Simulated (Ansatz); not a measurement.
`C[SiH](O)O[SiH2]O`, relaxed with RKS PBE0-D4/def2-TZVP in Ansatz 0.2.0 from a GFN2-xTB geometry. The force threshold is 0.005 eV/Å; the program also tests the step.

Total charge 0; spin multiplicity 1.

Start:

```xyz
14

C     0.184    0.502    2.147
Si   -0.398    1.058    0.439
O     0.674    2.183   -0.038
O    -0.447   -0.174   -0.623
Si    0.316   -1.367   -1.411
O    -0.699   -1.989   -2.510
H     1.138   -0.015    2.089
H    -0.533   -0.174    2.604
H     0.306    1.352    2.809
H    -1.771    1.555    0.381
H     0.731    2.440   -0.954
H     1.398   -0.837   -2.226
H     0.710   -2.360   -0.414
H    -1.609   -2.175   -2.295
```

**Question.** By how much does the energy fall, and how many steps does the optimiser take? (Estimate.)

**Answer.** Ansatz gave: 3.39 kcal/mol, in 44 steps.

**Question.** Which bonds change most? (Best estimate.)

**Answer.** Ansatz gave: C1–Si2 from 1.888 to 1.845 Å; Si5–O6 from 1.620 to 1.653 Å; Si2–H10 from 1.461 to 1.488 Å; Si5–H12 from 1.455 to 1.478 Å.

**Question.** Give the relaxed structure. (An estimate is asked.)

**Answer.** The calculation gave: 
```xyz
14

C     0.388    0.956    2.238
Si   -0.427    0.643    0.612
O     0.221    1.678   -0.485
O    -0.167   -0.913    0.131
Si    0.245   -1.606   -1.284
O    -0.248   -0.663   -2.548
H     1.468    0.811    2.161
H     0.001    0.275    3.000
H     0.203    1.981    2.568
H    -1.902    0.816    0.690
H     0.023    1.498   -1.408
H     1.716   -1.699   -1.398
H    -0.407   -2.936   -1.357
H    -1.113   -0.840   -2.920
```
